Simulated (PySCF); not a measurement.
# How methods differ on the excitation energy of Re

Re [Xe] 4f14 5d5 6s2 (6S) → Re [Xe] 4f14 5d6 6s1 (6D), as a difference of total energies. Calculation: PySCF 2.14, in x2c-TZVPPall (11s7p7d3f1g, 97 functions); scalar relativity by spin-free X2C-1e. Correlated levels: valence: [Xe] 4f14 frozen. The calculations carry no spin-orbit coupling.

| method | excitation energy (eV) |
| --- | --- |
| UHF | 1.821 |
| MP2 (valence) | 1.310 |
| SCS-MP2 (valence) | 1.492 |
| CCSD (valence) | 1.429 |
| CCSD(T) (valence) | 1.424 |

Problem. How much does correlation contribute at CCSD(T) (valence)?

Solution. 1.424 − (1.821) = -0.397 eV, measured against UHF.

Errors of the correlated levels include the incompleteness of this basis and the frozen core.

For comparison: 1.759 eV (measured; NIST levels, between the centres of gravity of the two terms).
